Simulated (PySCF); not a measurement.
GeSe, SMILES [Ge]=[Se] (connectivity only; charge and spin as stated), neutral, multiplicity 1.

Geometry: B3LYP-D3(BJ)/def2-TZVP.

The numbers are results of M06-2X/def2-TZVPD (PySCF), not measurements.

Task: Estimate the frontier levels, gap, dipole moment and polarisability. (An estimate is asked for; the answer gives what the named calculation found.)

Result: 
```
Quantity                                                                                                        Value
---------------------------------------------------------------------------------------------  ----------------------
highest occupied level                                                                                       -8.51 eV
lowest empty level                                                                                           -1.71 eV
orbital gap                                                                                                   6.80 eV
dipole moment                                                                                                  2.24 D
quadrupole, principal values (traceless, Buckingham form, about the centre of nuclear charge)    0.00, 0.00, 0.01 D·Å
mean static polarisability                                                                       62.0 bohr³ (9.19 Å³)
polarisability, principal values                                                               50.2, 50.2, 85.8 bohr³
```
